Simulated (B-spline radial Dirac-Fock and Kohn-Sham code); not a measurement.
ΔSCF core binding energies without Breit or QED terms, calculated with a radial atomic solver.

A sound run for the Kr atom in the configuration [Ar] 3d10 4s2 4p6: The ground state converged in 11 iterations, with total energy -2788.86105 Ha, virial ratio 1.97342 and highest orbital energy -14.00 eV. ΔSCF binding energies: K (1s) 14359.0 eV, L3 (2p3/2) 1681.3 eV, M5 (3d5/2) 92.13 eV.

A second run, with one unsound setting: The ground state converged in 14 iterations, with total energy -4094.05405 Ha, virial ratio 1.16918 and highest orbital energy -8.22 eV. ΔSCF binding energies: K (1s) 4646.6 eV, L3 (2p3/2) 2520.5 eV, M5 (3d5/2) 8.67 eV.

```
iter   energy (Ha)        error
   1    -2447.52075080  1.57e+01
   2    -3944.97446021  4.85e+00
   3    -4057.77925435  2.57e+00
   4    -4090.94052586  1.12e+00
   5    -4092.06820255  1.19e+00
   6    -4093.93813554  7.87e-02
   7    -4093.95056434  7.92e-02
   8    -4094.05289826  9.64e-03
   9    -4094.05397658  1.64e-03
  14    -4094.05404848  1.13e-07
```

Problem. Which fault fits the second run best?
A. overfilled shell
B. speed of light below Z
C. too few iterations
D. nuclear radius in wrong units

Solution. B. The input had c_factor = 0.1198: c_factor makes c so small that Zα exceeds 1, so any numbers that come out have no meaning.
